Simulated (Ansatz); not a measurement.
A search over several starts for the lowest SCF solution of [V(H2S)Cl5]2- (VH2SCl5²⁻) at the given spin, in a small basis.

```yaml
crystal:
  periodic: [false, false, false]
  atoms:
    - {symbol: V, position_ang: [0.194195, 0.225876, -0.737448]}
    - {symbol: S, position_ang: [0.146759, 0.163780, 2.045157]}
    - {symbol: H, position_ang: [-1.208594, 0.309208, 1.911078]}
    - {symbol: H, position_ang: [0.073639, -1.137632, 1.492345]}
    - {symbol: Cl, position_ang: [0.171308, -0.069405, -3.051314]}
    - {symbol: Cl, position_ang: [2.504542, -0.119298, -0.315310]}
    - {symbol: Cl, position_ang: [-2.201503, 0.330340, -0.380710]}
    - {symbol: Cl, position_ang: [0.386895, 2.590307, -0.758546]}
    - {symbol: Cl, position_ang: [-0.067250, -2.293175, -0.205242]}
basis:
  gaussian: {orbitals: def2-SVP, initial_orbitals: start.molden}
total_charge: -2
magnetization: {spin_polarized: true, initial_magnetization: 2}
hamiltonian: {xc: pbe, dispersion: d4}
output: {orbitals: {seedname: orbitals}}
```

The file start.molden holds the orbitals of an earlier run on this structure, at another level or in another basis.

```sh
$ ansatz run in.yaml --threads 4 --pin off --events-out ev --progress --plain --max-ram 8704MiB
```

It prints (some lines left out):

```
Functional definition: PBE
1678 factors; their error is unknown
mean field evaluation 1: about -99113.6089 eV, gradient 8.2e0 eV
mean field evaluation 2: about -99114.1068 eV, gradient 3.7e-1 eV
mean field evaluation 4: about -99114.0226 eV, gradient 4.5e-2 eV
mean field evaluation 8: about -99114.0226 eV, gradient 6.0e-5 eV
mean field evaluation 16: about -99114.0226 eV, gradient 1.4e-5 eV
mean field evaluation 32: about -99114.0226 eV, gradient 2.5e-2 eV
mean field evaluation 64: about -99113.9212 eV, gradient 2.9e0 eV
mean field evaluation 96: about -99113.9544 eV, gradient 6.0e-2 eV
mean field -99114.02263498 eV, -3642.3731499380 hartree, gradient 4.1e-6 eV, S^2 2.022340; 10 other end points of the search recorded, 0 dependent functions left out
reference -99114.02272759 eV, -3642.3731533414 hartree; 65, 63 occupied and 84, 86 virtual orbitals, 1678 factors
Total energy: -99114.54258299 eV, -3642.3922576751 hartree
```

Run time 25 s (4 threads of Intel Xeon Platinum 8375C on a shared host).

Other converged states that the search met: 0.07 eV higher (⟨S²⟩ = 2.02).

A multiply charged anion in the gas phase is held together partly by the finite basis. The highest occupied level of the charge -2 triplet lies above zero (up to 4.10 eV). Energy differences disagree on whether the electron is bound (positive means bound): 0.10 eV (vertical, against the charge -1 doublet, at r2SCAN-D4/def2-TZVPD), but -0.37 eV at PBE-D4/def2-TZVPD.
